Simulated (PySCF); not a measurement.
## Correlation energy of In (indium, neutral)

[Kr] 4d10 5s1 5p1 5d1, one real determinant (an excited configuration). Computed with PySCF 2.14 in aug-cc-pVTZ-PP with ECP28MDF (6s5p4d2f, 55 functions), with scalar relativity through the core potential. Frozen: 4s2 4p6 4d10; 3 electrons correlated.

| level | correlation energy (mhartree) |
| --- | --- |
| CCSD | -11.64 |
| (T) | -1.33 |
| CCSD(T) | -12.97 |

Diagnostics: T1 = 0.031, D1 = 0.0701, largest double amplitude 0.326.

The real determinant used has ⟨L²⟩ near 8 against 12 for a pure F term, so it mixes terms. The outer electron is Rydberg-like, and this basis confines it to a smaller radius and binds it less than a complete one would. T1 exceeds 0.03, a sign that the reference determinant is poor. A double-excitation amplitude exceeds 0.15, a sign of near-degeneracy.

Cost of the coupled-cluster step: roughly 2.1 core-seconds, for 3 correlated electrons.

The reference is one real determinant that mixes LS terms of this configuration.
